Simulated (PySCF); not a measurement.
**Structure from NMR data**

Molecular formula: C₄H₈NPSi₂. Simulated spectra:

$^{1}$H NMR (600 MHz, computed): δ 9.35 (m, 2H), 4.60 (s, 6H).

$^{13}$C{$^{1}$H} NMR (computed): δ 167.6 (C, 2C), 162.9 (CH, 2C).

[PySCF: GIAO PBE0/pcSseg-1 shieldings; structure optimised with GFN2-xTB; rapidly exchanging positions averaged; one computed conformer; non-relativistic; gas phase]

Referencing at the same level of theory: $^{1}$H (31.72 ppm), $^{13}$C (186.93 ppm) vs TMS.

Deduce the structure.

Answers


1. 2 carbon signals for 4 carbons: some carbons are equivalent by symmetry or fast rotation.
2. Carbon types of the structure: 2 × C, 2 × CH, leaving 6 H on heteroatoms.
3. δC 167.6: substituted aromatic carbon next to a ring nitrogen.
4. δC 162.9: aromatic CH.
5. δH 9.35: hydrogen on an aromatic CH; the ring current deshields protons in the ring plane.
6. δH 4.60: hydrogen on a silicon bonded to C.

These data were computed for `[SiH3]C1=NC([SiH3])=CP=C1`.

The shifts were computed for this structure.

Splittings by $^{31}$P in the carbon and heteronuclear signals aren't shown, as no couplings were computed. Shifts are as computed. Against solution values, carbons near 30 ppm lie about +3 ppm off and those near 130 ppm about +5 ppm. Of 1211 compounds with measured shifts, 218 miss one by over three times the rms of a fit or turn the order of signals round; such compounds aren't used in these exercises. Multiplicities follow the n + 1 count of equivalent neighbours, as no J values were calculated; m marks all less simple cases, F and P coupling included.
